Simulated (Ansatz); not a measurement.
(1) Predict a relaxed structure of (HZn-mu-OH)2 (Zn2O2H4), charge 0, singlet, at r2SCAN-D4/def2-SVP (Ansatz).

Results:

(1) 
Cartesian coordinates in Å:
```
Zn 1.1879 0.0871 -0.8804
H 2.4130 0.1776 -1.7895
O 0.4408 0.9290 0.6867
Zn -1.1879 -0.0871 0.8805
H -2.4141 -0.1763 1.7882
O -0.4400 -0.9300 -0.6857
H 0.7829 1.6519 1.2198
H -0.7826 -1.6522 -1.2195
```
Point group D2h (tolerance 0.1 Å). This is one stationary point.
